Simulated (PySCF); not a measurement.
Species: C6HF5N (charge -1).
Numbering: `[C-:1]#[C:2][C@H:3]([C:4]#[N:5])[C:6]([F:7])([F:8])[C:9]([F:10])([F:11])[F:12]` (hydrogens: H13 on C3)

Computed geometry: GFN2-xTB, gas phase.

Q: Give the optimised bond lengths and angles.

A: 
```csv
bond,length (Å),order
C1≡C2,1.221,triple
C2–C3,1.510,single
C3–C4,1.433,single
C4≡N5,1.152,triple
C3–C6,1.519,single
C6–F7,1.362,single
C6–F8,1.385,single
C6–C9,1.545,single
C9–F10,1.353,single
"C9–F11, C9–F12",1.330,single
C3–H13,1.103,single
```

Bonds in one row agree within 0.01 Å and their mean is given. Orders are formal, as drawn. A selection of angles:
```csv
angle,degrees
C1–C2–C3,175.8
C2–C3–C4,106.9
C2–C3–C6,110.3
C2–C3–H13,111.3
C4–C3–C6,111.8
C4–C3–H13,109.4
C6–C3–H13,107.2
C3–C4–N5,173.8
C3–C6–F7,111.7
C3–C6–F8,112.8
C3–C6–C9,114.9
F7–C6–F8,103.6
F7–C6–C9,106.8
F8–C6–C9,106.1
C6–C9–F10,110.1
C6–C9–F11,113.6
F10–C9–F11,105.7
F11–C9–F12,108.3
```

Dihedral angles: C2–C3–C6–F7 -74° (synclinal); C3–C6–C9–F10 159° (antiperiplanar).

The C–C distances run from 1.221 Å (C1≡C2, drawn triple) to 1.545 Å (C6–C9, drawn single), a spread of 0.324 Å. Of the pairs four or more bonds apart, C4···F11 is among the closest relative to their van der Waals radii: 2.82 Å, 89 % of the sum of Bondi's values. The C–F distances run from 1.329 Å (C9–F12, drawn single) to 1.385 Å (C6–F8, drawn single), a spread of 0.056 Å.

Point group: C1 (no symmetry element, even within 0.4 Å). Stationary, but not proved a minimum.

One conformer stands for the species.
